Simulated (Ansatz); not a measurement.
H2SeTe (SMILES [SeH][TeH]) moved off its minimum; all values from Ansatz (an electronic-structure program), cores frozen in correlated methods. Elements past Kr take the def2 small-core potentials, without spin–orbit coupling.
(charge 0, multiplicity 1)
```xyz
4

Te    -0.59225    -0.56045     0.56263
H     -0.76828    -1.75331    -0.65003
Se     0.93025     0.89004    -0.81387
H      2.19772     0.28870    -0.35623
```

Forces at wB97M-V/def2-TZVPP (eV/Å):

```json
[
 {"atom": "Te1", "Fx": "0.025", "Fy": "-0.543", "Fz": "-0.730"},
 {"atom": "H2", "Fx": "0.061", "Fy": "0.574", "Fz": "0.648"},
 {"atom": "Se3", "Fx": "0.127", "Fy": "-0.093", "Fz": "0.131"},
 {"atom": "H4", "Fx": "-0.212", "Fy": "0.062", "Fz": "-0.050"}
]
```

**Question.** Give the forces (eV/Å), the total energy and the dipole at CCSD(T)/def2-TZVPPD.

**Answer.** 
```
atom      Fx      Fy      Fz
----  ------  ------  ------
Te1   -0.199  -0.623  -0.372
H2     0.031   0.420   0.503
Se3    0.253   0.184  -0.115
H4    -0.085   0.019  -0.016
```
Energy -2668.3669 hartree, dipole 0.71 D.
